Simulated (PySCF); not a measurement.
Molfile (atoms numbered from 1):
```
C3HF7
     RDKit          3D

 11 10  0  0  0  0  0  0  0  0999 V2000
   -0.2151    0.7767   -1.8527 F   0  0  0  0  0  0  0  0  0  0  0  0
    0.4597    1.0359   -0.7269 C   0  0  0  0  0  0  0  0  0  0  0  0
   -0.1525    2.0228   -0.0636 F   0  0  0  0  0  0  0  0  0  0  0  0
    0.5212   -0.2243    0.1452 C   0  0  0  0  0  0  0  0  0  0  0  0
    1.1841   -1.1656   -0.5431 F   0  0  0  0  0  0  0  0  0  0  0  0
    1.2166    0.0758    1.2517 F   0  0  0  0  0  0  0  0  0  0  0  0
   -0.8310   -0.8241    0.5832 C   0  0  0  0  0  0  0  0  0  0  0  0
   -1.5182    0.0543    1.2981 F   0  0  0  0  0  0  0  0  0  0  0  0
   -1.5455   -1.1763   -0.4749 F   0  0  0  0  0  0  0  0  0  0  0  0
   -0.6080   -1.8989    1.3255 F   0  0  0  0  0  0  0  0  0  0  0  0
    1.4941    1.3375   -0.9729 H   0  0  0  0  0  0  0  0  0  0  0  0
  1  2  1  0
  2  3  1  0
  2  4  1  0
  4  5  1  0
  4  6  1  0
  4  7  1  0
  7  8  1  0
  7  9  1  0
  7 10  1  0
  2 11  1  0
M  END
```

[PySCF 2.14.0 with density-fitted response routines: PBE0-D3(BJ)/def2-SVP geometry; J couplings at B3LYP/pcJ-1 (spin–dipole term only in couplings to heteroatoms); GIAO CAM-B3LYP/pcSseg-1 shieldings; one averaged value for each set of equivalent atoms; single conformer; relativity neglected; no solvent model]

List the cross peaks expected in HSQC, COSY and HMBC spectra.

Results:



HSQC (one-bond C–H):
```tsv
δH	δC	¹J(C,H) (Hz)
5.85 (H11)	115.9 (C2)	195
```

HMBC (two and three bonds, |J| ≥ 2.5 Hz):
```tsv
δH	δC [abs. J in Hz]
5.85 (H11)	125.6 (C7) [5.3]
```

No COSY cross peaks are expected.

References, each an isolated molecule treated in the same way: TMS for ¹H (σref 31.33), ¹³C (σref 182.45).

Common functionals overestimate the size of one-bond C–F couplings by tens of Hz; these are unscaled. Shifts are as computed, not scaled to solution data. Of 1211 compounds with measured shifts, 218 miss one by over three times the rms of a fit or turn the order of signals round; such compounds aren't used in these exercises. Only one conformer was computed, so three-bond couplings in flexible chains and rings are approximate.
